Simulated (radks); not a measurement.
The numbers below are computed, except where a source is named.
Task: Bi II, 82 electrons, occupied as [Xe] 4f14 5d9 6s2 6p2 7p1 (not the ground configuration). Code: a radial shooting solver on a logarithmic mesh with Libxc functionals. Model: Dirac Kohn-Sham, LDA (Slater exchange, Perdew-Wang correlation), spin-unpolarised, spherical densities, finite nucleus; open shells are shared between the two j in proportion to 2j + 1; Fermi nuclear charge, rms radius 5.5211 fm. Some entries of the table are withheld. Estimate them.

orbital      occ.  eigenvalue (hartree)  <r^2> (bohr^2)
1s1/2           2             -3322.165       0.0003469
2s1/2           2             -597.0769        0.005196
2p1/2           2             -574.1577        0.003646
2p3/2           4             -489.0116        0.004825
3s1/2           2             -144.6434         0.03366
3p1/2           2             -134.1926         0.03052
3p3/2           4             -115.1322         0.03683
3d3/2           4             -97.83050         0.02803
3d5/2           6             -93.78542         0.02974
4s1/2           2             -33.71651          0.1608
4p1/2           2             -29.16019          0.1627
4p3/2           4             -24.45288          0.1937
4d3/2           4             -16.99722             (1)
4d5/2           6             -16.11820             (2)
5s1/2           2              -6.48110          0.7699
4f5/2           6              -6.43012          0.2288
4f7/2           8              -6.22800          0.2352
5p1/2           2              -4.88729          0.8738
5p3/2           4              -3.96230           1.057
5d3/2         3.6              -1.71405             (3)
5d5/2         5.4              -1.59713             (4)
6s1/2           2              -1.05738           4.562
6p1/2    0.666667              -0.69170           6.271
6p3/2     1.33333              -0.58063           7.761
7s1/2           0              -0.26468           27.91
6d3/2           0              -0.21741             (5)
6d5/2           0              -0.21069             (6)
7p1/2    0.333333              -0.18973           40.65
7p3/2    0.666667              -0.17266           46.91

Result: 
(1) 4d3/2 <r^2> (bohr^2): 0.2001
(2) 4d5/2 <r^2> (bohr^2): 0.2107
(3) 5d3/2 <r^2> (bohr^2): 1.605
(4) 5d5/2 <r^2> (bohr^2): 1.714
(5) 6d3/2 <r^2> (bohr^2): 21.54
(6) 6d5/2 <r^2> (bohr^2): 22.84
